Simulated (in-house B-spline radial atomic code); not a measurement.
A run on neutral gadolinium (an excited or competing configuration) that did not converge. Method: scalar-relativistic (X2C) wB97X, spin-polarised, spherical fractional occupations, exact exchange averaged over the configuration, Fermi nucleus of rms radius 5.1569 fm; computed with an all-electron radial atomic-structure program (B-spline basis).

Command:
```bash
python run_scf.py task.json out
```
Settings (nuclear radius in fm, mass in u):
```
Z                64
configuration    [Xe] 4f7 5d1 5f1 6s1
hamiltonian      x2c
method           wb97x
spin_polarised   True
nucleus          fermi
rms_radius       5.1569
atomic_mass      157.92411
speed_of_light   137.035999084
exact_exchange   averaged over the configuration
```

First and last ten iterations of the last attempt (damped for 15 steps, keeping 80 % of the old Fock matrix, then DIIS):
```
 iter        energy (Eh)    residual
    1      -11234.209029    6.52e-01
    2      -11241.417748    1.09e+00
    3      -11256.643017    7.34e-01
    4      -11264.842396    1.88e+00
    5      -11265.567628    2.98e-01
    6      -11267.401834    2.06e-01
    7      -11268.398806    1.57e-01
    8      -11269.021318    1.23e-01
    9      -11269.478723    1.07e-01
   10      -11269.857268    9.16e-02
  111      -11271.181253    2.19e-03
  112      -11271.182471    1.62e-03
  113      -11271.181841    1.99e-03
  114      -11271.182348    1.79e-03
  115      -11271.180651    1.43e-03
  116      -11271.180899    3.89e-03
  117      -11271.180656    2.89e-03
  118      -11271.181390    1.92e-03
  119      -11271.180807    2.66e-03
  120      -11271.180591    2.41e-03
 not converged after 120 iterations
```

The smallest residual met was 3.3e-04; the threshold is about 6e-07. No energy from this run should be used. Run time, properties included: 23 s on 1 thread of Intel(R) Xeon(R) 6975P-C, on a shared host.
